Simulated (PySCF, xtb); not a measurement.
CH3BrOTe, SMILES CO[Te]Br.

GFN2-xTB in xtb at its own geometry gives an orbital gap of 3.19 eV and a dipole moment of 5.63 D.

Coordinates come from a B3LYP-D3(BJ)/def2-SVP optimisation. This is a generated structure with no PubChem entry under its InChIKey; it may be hypothetical. The def2 effective core potentials stand for the cores of Te; spin–orbit coupling is left out. One conformer was computed; it need not be the lowest.

Question: What does PySCF with ωB97X/def2-TZVP give? (Estimate from the structure and the level; the computed values follow.)

Answer: gap 8.00 eV (levels -8.67 and -0.68 eV), dipole 1.96 D.
